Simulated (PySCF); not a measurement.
Identify the compound

An unknown has the formula C₉H₁₁OP. Its calculated NMR data are:

1H NMR (400 MHz, computed): δ 8.11 (m, 1H), 7.69 (m, 1H), 7.64 (m, 1H), 7.53 (m, 1H), 3.09 (m, 1H), 2.78 (m, 1H), 2.21 (m, 1H), 2.04 (m, 1H), 1.43 (m, 3H).

13C{1H} NMR (computed): δ 150.2, 142.1, 137.1, 134.9, 132.5, 131.8, 34.7, 30.6, 19.6.

Theory: coordinates at the GFN2-xTB level, shielding tensors at PBE0/pcSseg-1 (GIAO), in PySCF (one computed conformer, rapidly exchanging positions averaged, no relativistic terms, isolated molecule).

Referencing at the same level of theory: 1H (σ = 31.72 ppm), 13C (σ = 186.93 ppm) against TMS.

Task: What is the structure?

Result: 
9 carbon signals for 9 carbons: no two carbons are equivalent. Carbon types of the structure: 2 × C, 4 × CH, 2 × CH2, 1 × CH3, which accounts for all hydrogens. δC 150.2, 142.1: substituted aromatic carbon. δC 137.1, 134.9, 132.5, 131.8: aromatic CH; the aromatic region. δC 34.7: sp3 CH2 bonded to P. δC 30.6: sp3 CH2 on an aromatic ring; aliphatic region, no heteroatom directly attached. δC 19.6: methyl carbon bonded to P. δH 8.11, 7.69, 7.64, 7.53: hydrogen on an aromatic CH; aromatic region. δH 3.09, 2.78: hydrogen on an sp3 CH2 on an aromatic ring; benzylic-type position, deshielded by the ring.

The compound is SMILES C[P@@]1(=O)CCc2ccccc21.

The shifts were computed for this structure.

Splittings by 31P in the carbon and heteronuclear signals aren't shown, as no couplings were computed. Shifts are as computed. Against solution values, carbons near 30 ppm lie about +3 ppm off and those near 130 ppm about +5 ppm. Of 1211 compounds with measured shifts, 218 miss one by over three times the rms of a fit or turn the order of signals round; such compounds aren't used in these exercises. Multiplicities follow the n + 1 count of equivalent neighbours, as no J values were calculated; m marks all less simple cases, F and P coupling included.
